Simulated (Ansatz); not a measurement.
Calculated with Ansatz (gas phase, PBE0-D4/def2-TZVP geometries, no zero-point term in ΔE). CCSD(T)/CBS is the MP2 limit (def2-TZVPP, def2-QZVPP) plus CCSD(T) − MP2 in def2-TZVPP, frozen cores. This one scheme is used for every species. DFT in def2-TZVPP. B3LYP here is the variant with VWN-RPA as its local correlation; programs differ in this. For Ga outer-core shells are correlated without core-valence functions, which leaves a few kJ/mol of doubt a bond. Scalar relativity is left out up to krypton. One conformer a species, not always the lowest.

`[OH][GaH][Cl]` + `N=C=O` → `O=C=[N][GaH][Cl]` + H₂O  (ligand exchange at a Ga–O bond)

(1) Is it downhill or uphill in electronic energy at CCSD(T)/CBS, and by how much? (Estimate.)

(2) What do these levels give: revPBE-D4, B97M-V, B3LYP-D4, BHLYP-D4, CAM-B3LYP-D4, ωB97M-V, r2SCAN, PBE0, r2SCAN0, CCSD/def2-TZVPP, MP2/def2-QZVPP, HF/CBS(def2)? (Best estimate.)

(3) What do rigid-rotor, harmonic-oscillator terms from PBE0-D4/def2-TZVP frequencies (298.15 K, 1 bar) make of the CCSD(T)/CBS value? (Best estimate.)

Largest T1 diagnostic among the species: 0.018.

Answers

(1) The calculation gave: Downhill: ΔE = -21.0 kJ/mol.

(2) The calculation gave: revPBE-D4 -12.5, B97M-V -12.0, B3LYP-D4 -15.6, BHLYP-D4 -23.3, CAM-B3LYP-D4 -14.6, ωB97M-V -15.4, r2SCAN -10.2, PBE0 -15.1, r2SCAN0 -17.0, CCSD/def2-TZVPP -21.2, MP2/def2-QZVPP -22.2, HF/CBS(def2) -28.4 kJ/mol.

(3) Ansatz gave: ΔZPE = -0.4 kJ/mol, ΔH = -18.3 kJ/mol, ΔS = 1 J/(mol·K), ΔG = -18.5 kJ/mol. Modes under 50 cm⁻¹ make the entropy rough.

In def2-TZVPP, CCSD(T) changes the Hartree–Fock value by +8.7 kJ/mol (the triples alone add +1.5 kJ/mol) and MP2 by +7.0 kJ/mol. At CCSD(T), def2-SVP lies +5.0 kJ/mol from the extrapolated value and def2-TZVPP +1.2 kJ/mol.
